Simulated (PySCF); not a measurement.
F₅Si₂, SMILES F[Si](F)[Si](F)(F)F, multiplicity 2.

Geometry optimised at PBE-D3(BJ)/def2-SVP. The isomer is the one that the SMILES or the coordinates give; other isomers of the formula were not compared. The values are those of a single conformer.

The numbers are results of PBE-D3(BJ)/def2-SVP (PySCF), not measurements.

Frequencies are harmonic and unscaled.

```json
[
 {"mode": "1", "ν (cm⁻¹)": "26", "IR (km/mol)": "0.4", "moving atoms (share of kinetic energy)": "F 96 %"},
 {"mode": "2", "ν (cm⁻¹)": "75", "IR (km/mol)": "2.2", "moving atoms (share of kinetic energy)": "F 96 %"},
 {"mode": "3", "ν (cm⁻¹)": "88", "IR (km/mol)": "3.0", "moving atoms (share of kinetic energy)": "F 90 %, Si 10 %"},
 {"mode": "4", "ν (cm⁻¹)": "177", "IR (km/mol)": "0.1", "moving atoms (share of kinetic energy)": "F 79 %, Si 21 %"},
 {"mode": "5", "ν (cm⁻¹)": "180", "IR (km/mol)": "0.1", "moving atoms (share of kinetic energy)": "F 90 %, Si 10 %"},
 {"mode": "6", "ν (cm⁻¹)": "270", "IR (km/mol)": "25.8", "moving atoms (share of kinetic energy)": "F 73 %, Si 27 %"},
 {"mode": "7", "ν (cm⁻¹)": "286", "IR (km/mol)": "11.9", "moving atoms (share of kinetic energy)": "F 81 %, Si 19 %"},
 {"mode": "8", "ν (cm⁻¹)": "301", "IR (km/mol)": "41.3", "moving atoms (share of kinetic energy)": "F 69 %, Si 31 %"},
 {"mode": "9", "ν (cm⁻¹)": "321", "IR (km/mol)": "36.7", "moving atoms (share of kinetic energy)": "Si 52 %, F 48 %"},
 {"mode": "10", "ν (cm⁻¹)": "456", "IR (km/mol)": "34.4", "moving atoms (share of kinetic energy)": "Si 59 %, F 41 %"},
 {"mode": "11", "ν (cm⁻¹)": "795", "IR (km/mol)": "216.8", "moving atoms (share of kinetic energy)": "F 71 %, Si 29 %"},
 {"mode": "12", "ν (cm⁻¹)": "845", "IR (km/mol)": "24.5", "moving atoms (share of kinetic energy)": "F 61 %, Si 39 %"},
 {"mode": "13", "ν (cm⁻¹)": "903", "IR (km/mol)": "78.5", "moving atoms (share of kinetic energy)": "F 53 %, Si 47 %"},
 {"mode": "14", "ν (cm⁻¹)": "947", "IR (km/mol)": "134.6", "moving atoms (share of kinetic energy)": "F 51 %, Si 49 %"},
 {"mode": "15", "ν (cm⁻¹)": "949", "IR (km/mol)": "157.1", "moving atoms (share of kinetic energy)": "F 51 %, Si 49 %"}
]
```
